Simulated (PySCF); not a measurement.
OSe, SMILES O=[Se] (connectivity only; charge and spin as stated), neutral, multiplicity 3.

Coordinates come from a PBE-D3(BJ)/def2-TZVP optimisation.

These are PBE-D3(BJ)/def2-TZVP (PySCF 2.14.0) values and carry that method's errors.

Frequencies are harmonic and unscaled.

```json
[
 {"mode": "1", "ν (cm⁻¹)": "896", "IR (km/mol)": "9.7", "moving atoms (share of kinetic energy)": "O 83 %, Se 17 %"}
]
```
